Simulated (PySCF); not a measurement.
# C₆H₁₅OPSi: full NMR table

```
Formula                               : C6H15OPSi
SMILES                                : C[Si]1(C)CC[PH](=O)CC1
InChI                                 : InChI=1S/C6H15OPSi/c1-9(2)5-3-8(7)4-6-9/h8H,3-6H2,1-2H3
Point group of the computed structure : Cs
Carbon signals                        : 4
Proton signals                        : 7
```

Bonds (- single, = double, # triple, : aromatic): C1-Si2, Si2-C3, Si2-C4, C4-C5, C5-P6, P6=O7, P6-C8, C8-C9, C9-Si2. C1 carries H10, H11, H12; C3 carries H13, H14, H15; C4 carries H16, H17; C5 carries H18, H19; P6 carries H20; C8 carries H21, H22; C9 carries H23, H24. H17, H18, H22, H23 are cis to O7 on the ring; H16, H19, H21, H24 are trans to O7 on the ring.

Calculated, not measured (PySCF 2.14): GFN2-xTB structure, σ from GIAO-PBE0/pcSseg-1. No solvent model, one averaged value for each set of equivalent atoms, one conformer, non-relativistic.

References, each an isolated molecule treated in the same way: TMS for ¹H (σref 31.72) and ¹³C (σref 186.93) and ²⁹Si (σref 349.16); ³¹P (σref 318.38) against H3PO4; ¹⁷O (σref 336.08) vs H2O.

```tsv
carbon	δC, type	δH (multiplicity)	HMBC from (2–3 bonds)	span of the C tensor (ppm)
C1	-1.8, CH3	-0.13 (s)	H17/H23, H16/H24, H13/H14/H15	11
C3	-5.2, CH3	0.08 (s)	H17/H23, H16/H24, H10/H11/H12	16
C4/C9	9.8, CH2	H16 0.70 (m); H17 0.93 (m)	H20, H19/H21, H18/H22, H17/H23, H16/H24, H13/H14/H15, H10/H11/H12	12
C5/C8	28.6, CH2	H18 1.78 (m); H19 2.27 (m)	H20, H19/H21, H18/H22, H17/H23, H16/H24	34
```

Other nuclei:
```tsv
atoms	nucleus	environment	δ (ppm)	σ (ppm)
H20	¹H	hydrogen on a phosphorus bonded to 2 C, O, in a 6-membered ring	6.96	24.75
P6	³¹P	phosphorus bonded to 2 C, O, H, in a 6-membered ring	9.1	309.3
Si2	²⁹Si	silicon bonded to 4 C, in a 6-membered ring	-6.8	355.9
O7	¹⁷O	P=O oxygen	105.5	230.6
```

δC 9.8: sp3 CH2 bonded to Si; an electropositive neighbour leaves it electron-rich and shielded. δC -1.8, -5.2: methyl carbon bonded to Si; an electropositive neighbour leaves it electron-rich and shielded. δH 6.96: hydrogen on a phosphorus bonded to 2 C, O, in a 6-membered ring. δH 0.93, 0.70: hydrogen on an sp3 CH2 bonded to Si. δH 0.08, -0.13: hydrogen on a methyl carbon bonded to Si; an electropositive neighbour shields it, as in TMS itself.

Splittings by ³¹P in the carbon and heteronuclear signals aren't shown, as no couplings were computed. Shifts are as computed. Against solution values, carbons near 30 ppm lie about +3 ppm off and those near 130 ppm about +5 ppm. Of 1211 compounds with measured shifts, 218 miss one by over three times the rms of a fit or turn the order of signals round; such compounds aren't used in these exercises. Experimental scales use liquid or dissolved standards, which lie at an offset from isolated H2O (liquid H2O: subtract about 36 ppm) and H3PO4. Multiplicities follow the n + 1 count of equivalent neighbours, as no J values were calculated; m marks all less simple cases, F and P coupling included.
